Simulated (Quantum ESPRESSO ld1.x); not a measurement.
These are the eigenvalues of the occupied orbitals of an atom or ion with whole-number occupations (hartree). Calculated with ld1.x of Quantum ESPRESSO 7.5: scalar-relativistic Kohn-Sham, LDA (Slater exchange, Perdew-Wang correlation), spin-polarised, spherical densities, point nucleus.

orbital  eigenvalue
1s up      -1211.59
1s down    -1211.58
2s up      -187.867
2s down    -187.865
2p up      -168.791
2p down    -168.787
3s up      -38.4999
3s down    -38.4957
3p up      -32.3173
3p down    -32.3127
3d up      -23.0308
3d down    -23.0265
4s up      -7.37134
4s down    -7.36210
4p up      -5.42992
4p down    -5.41958
4d up      -2.59985
4d down    -2.58327
5s up      -1.36468
5s down    -1.28751
5p up      -0.93906

Which element is it, and in what charge state? The configuration may be excited. Open shells, if any, are filled with parallel spins first.

Answer. Z = 53, iodine, charge +2: I2+ in [Kr] 4d10 5s2 5p3. The list shows which subshells hold electrons but not how many an open one holds; the 1s level, -1211.6 hartree, gives Z - s = 49.2 by -(Z - s)^2/2, which with screening and relativity narrows Z to a few neighbours, and the depths of the outer levels then fix element, charge and occupations together.
